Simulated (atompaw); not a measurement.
**u(r) = r·R(r): atom against pseudo-atom (K (Z = 19))**

Columns: radius, all-electron u(r) and pseudo u(r) of the 3s shell (level -35.34 eV) of potassium in the configuration [Ne] 3s2 3p6 4s1 4p0; PBE, scalar-relativistic, PAW (atompaw) scheme, atompaw 4.2.0.5.

```
r (bohr)  all-electron  pseudo
   0.110       -0.0173  0.1721
   0.219       -0.4610  0.3368
   0.329       -0.4317  0.4916
   0.438       -0.1390  0.6288
   0.548        0.2156  0.7467
   0.658        0.5247  0.8408
   0.767        0.7508  0.9086
   0.877        0.8956  0.9508
   0.987        0.9675  0.9671
   1.096        0.9829  0.9596
   1.206        0.9582  0.9310
   1.315        0.9074  0.8853
   1.425        0.8403  0.8259
   1.535        0.7653  0.7576
   1.644        0.6889  0.6856
   1.754        0.6132  0.6122
   1.863        0.5419  0.5418
   1.973        0.4753  0.4753
   2.083        0.4146  0.4146
   2.192        0.3605  0.3605
   2.302        0.3119  0.3119
   2.412        0.2690  0.2690
   2.521        0.2317  0.2317
   2.631        0.1989  0.1989
   2.740        0.1706  0.1706
   2.850        0.1459  0.1459
```

(1) How many radial nodes do the two functions have?

(2) At about which radius was the pseudo-wave matched?

(3) Is the pseudo-wave norm-conserving?

Answers

(1) The all-electron 3s function has n − l − 1 = 2 (the table is too coarse to show those close to the nucleus); the pseudo-wave has 0, since the states of the same l below it are removed with the core.

(2) 2.10 bohr. The columns agree to 0.0005 from 1.86 bohr on; several derivatives are matched, so the curves merge somewhat inside the radius.

(3) No, it belongs to a PAW set: the norm inside the radius is not constrained, and the difference is carried by the augmentation charge.
